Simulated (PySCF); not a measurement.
Predicted microwave data (PBE0/def2-SVPD in PySCF (dipole) on a GFN2-xTB geometry, gas phase) for one isomer of C5H7ClO2:

| Item | Value |
| --- | --- |
| Rotational constants | A = 5984, B = 567.5, C = 554.8 MHz |
| Dipole components | \|μa\| = 1.16 D, \|μb\| = 2.12 D, \|μc\| = 1.14 D |
| Inertial defect | -64.02 u·Å² |
| κ | -1.00 |

Task: Which candidate fits, each taken in the one conformer that was computed?
A. `[O:1]=[C:2]1[CH2:3][C@@H:4]([Cl:5])[CH2:6][CH2:7][O:8]1` with O1–C2–C3–C4 -132°, C2–C3–C4–Cl5 -154°, C3–C4–C6–C7 -19°, C4–C6–C7–O8 62°
B. `[CH3:1]/[CH:2]=[C:3](/[Cl:4])[O:5][C:6]([CH3:7])=[O:8]` with C2–C3–O5–C6 -66°, C3–O5–C6–C7 -178°
C. `[CH3:1][C@@H:2]1[O:3][C:4](=[O:5])[C@@H:6]1[CH2:7][Cl:8]` with C4–C6–C7–Cl8 -174°
D. `[CH3:1][O:2][C:3](=[O:4])/[CH:5]=[CH:6]/[CH2:7][Cl:8]` with C1–O2–C3–O4 0°, O2–C3–C5–C6 -179°, C5–C6–C7–Cl8 -114°
E. `[CH3:1][O:2][C@@H:3]1[CH2:4][C@@H:5]1[C:6](=[O:7])[Cl:8]` with C1–O2–C3–C4 -82°, C4–C5–C6–O7 -13°

Result: D. It is COC(=O)/C=C/CCl, a near-prolate asymmetric top, point group C1. The candidates at the same level (rigid rotor, commonest isotopes):

| SMILES | A (MHz) | B (MHz) | C (MHz) | μa (D) | μb (D) | μc (D) | Δ (u·Å²) | point group | rotor |
| --- | --- | --- | --- | --- | --- | --- | --- | --- | --- |
| C[C@@H]1OC(=O)[C@@H]1CCl | 2866 | 1152 | 888.4 | 1.95 | 1.87 | 0.47 | -46.14 | C1 | asymmetric top |
| O=C1C[C@@H](Cl)CCO1 | 3396 | 1158 | 942.3 | 2.41 | 2.21 | 0.19 | -49.04 | C1 | asymmetric top |
| C/C=C(/Cl)OC(C)=O | 2215 | 1328 | 952.3 | 1.27 | 0.54 | 1.62 | -77.92 | C1 | asymmetric top |
| CO[C@@H]1C[C@@H]1C(=O)Cl | 3492 | 959.7 | 912.1 | 3.24 | 2.77 | 1.00 | -117.23 | C1 | near-prolate asymmetric top |
| COC(=O)/C=C/CCl | 5984 | 567.5 | 554.8 | 1.16 | 2.12 | 1.14 | -64.02 | C1 | near-prolate asymmetric top |

`C[C@@H]1OC(=O)[C@@H]1CCl` has B 103 % too high; `C/C=C(/Cl)OC(C)=O` has B 134 % too high; `O=C1C[C@@H](Cl)CCO1` has B 104 % too high; `CO[C@@H]1C[C@@H]1C(=O)Cl` has B 69 % too high. No structure here is proved a minimum.
